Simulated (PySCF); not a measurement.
1-chlorobuta-1,2-diene (C₄H₅Cl), SMILES C(=CCl)=CC. Atoms are numbered in the order given.

```xyz
10

C     -2.7642     0.4968     0.1331
C     -1.7145    -0.5454    -0.1459
C     -0.4584    -0.3007    -0.4350
C      0.7902    -0.0485    -0.7283
Cl     2.0530     0.0950     0.4870
H     -2.3522     1.5135     0.0689
H     -3.5985     0.4086    -0.5834
H     -3.1905     0.3535     1.1404
H     -2.0368    -1.5959    -0.1004
H      1.1586     0.0914    -1.7482
```
Charge 0, spin multiplicity 1.

Coordinates come from a B3LYP-D3(BJ)/def2-SVP optimisation.

Level of theory: PBE/pcSseg-1 (PySCF).

GIAO shieldings, no solvent; atoms alike by connectivity are averaged. δ = σ(ref) − σ: ¹³C against TMS (σ = 182.0 ppm); ³⁵Cl against HCl (σ = 936.5 ppm); ¹H against TMS (σ = 31.49 ppm), references at their B3LYP-D3(BJ)/def2-TZVP geometries, non-relativistic (without spin–orbit terms, shifts of atoms bonded to Cl or Br come out too high).

```
nucleus       atoms  count  δ (ppm)
-------  ----------  -----  -------
¹³C              C3      1    217.2
¹³C              C2      1    106.4
¹³C              C4      1    104.3
¹³C              C1      1     21.7
³⁵Cl            Cl5      1    213.3
¹H              H10      1     6.46
¹H               H9      1     6.18
¹H       H6, H7, H8      3     2.16
```
